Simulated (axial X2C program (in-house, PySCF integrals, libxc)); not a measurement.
Ω levels of RhOH from open-shell CI on d7 s1

Calculated with an axial X2C code built on PySCF integrals: two-component X2C with atomic mean-field Coulomb and Gaunt terms, basis Rh dyall-v3z, O dyall-av3z, H dyall-v3z (cores contracted in-house). Orbitals come from Hartree–Fock averaged over the configuration Rh d7 s1; CI then distributes these electrons over the d, s shells of Rh.

Rh–O–H held linear, bonds 1.964 and 0.950 Å (the second held) (near the minimum of the configuration average).

Active spinors (ω > 0):

```tsv
shell	ω	ε (eV)	character
d	3/2	-10.76	100% Rh d
d	5/2	-10.41	100% Rh d
d	1/2	-9.81	90% Rh d, 5% O p
d	3/2	-9.56	91% Rh d, 5% O p
d	1/2	-9.20	87% Rh d, 4% Rh s, 4% O p
s	1/2	-3.11	59% Rh s, 28% Rh p, 7% O p
```

Lowest levels of this model:

```tsv
Ω	energy (cm⁻¹)	g∥	μ (D)	configuration
5	0	13.99	-0.38	100% d7 s1
4	694	10.13	-0.37	100% d7 s1
3	1394	6.38	-0.37	100% d7 s1
0	1909	0.00	-0.32	100% d7 s1
1	1960	3.35	-0.33	100% d7 s1
2	1973	4.48	-0.37	100% d7 s1
2	2503	5.04	-0.32	100% d7 s1
3	3048	9.09	-0.40	100% d7 s1
1	3086	1.08	-0.38	99% d7 s1
4	3550	11.78	-0.36	98% d7 s1
2	3862	5.78	-0.29	100% d7 s1
0	3970	0.00	-0.43	99% d7 s1
1	4048	1.96	-0.37	100% d7 s1
3	4822	8.47	-0.32	99% d7 s1
0	4869	0.00	-0.29	100% d7 s1
1	5132	4.93	-0.35	100% d7 s1
2	5565	4.68	-0.30	100% d7 s1
0	6123	0.00	-0.34	99% d7 s1
0	6259	0.00	-0.32	99% d7 s1
4	6662	10.06	-2.35	63% d7 s1 + 36% d8
3	7845	6.25	-2.49	60% d7 s1 + 40% d8
0	7952	0.00	-2.89	51% d8 + 49% d7 s1
0	10306	0.00	-3.07	54% d8 + 45% d7 s1
0	11173	0.00	-3.09	56% d8 + 43% d7 s1
4	13625	10.00	-2.24	55% d7 s1 + 45% d8
5	20188	11.99	-0.27	100% d7 s1
```

g∥ is the magnitude of 2⟨Lz + ge Sz⟩ for the +Ω component. μ is positive if the H end is positive.

(1) From Ω and g∥ of the lowest level, whose 2⟨Lz + ge Sz⟩ is positive, find ⟨Sz⟩ and ⟨Lz⟩ (ge = 2.0023).

Occupations of the active spinors in the lowest level by ω, shell by shell in order of energy: -5/2: 0.00; -3/2: 0.99 0.01; -1/2: 0.93 0.07 0.00; 1/2: 1.00 1.00 1.00; 3/2: 1.00 1.00; 5/2: 1.00. The leading determinant has weight 0.93 among 9.

This point took 1.2 s on 1 thread of Arm Neoverse V2, with other jobs on the host.

Dynamic correlation is missing, so gaps between terms are too wide and other configurations may lie lower; the lowest level listed is that of this model, not necessarily the ground state. For d shells the ligand-field splittings (σ, π, δ) and their order can be off by a thousand cm⁻¹ or more. At most 4 roots were kept for each Ω > 0 (twice that for Ω = 0) within 3.2 eV of the lowest, so higher up levels can be missing between those listed; levels with Ω > 0 are doubly degenerate and listed once, Ω = 0 levels singly. The molecule was held linear; bending was not examined.

## Answers

(1) Ω = ⟨Lz⟩ + ⟨Sz⟩ = 5 and ⟨Lz⟩ + ge⟨Sz⟩ = 6.995, so ⟨Sz⟩ = 1.99 and ⟨Lz⟩ = 3.01.
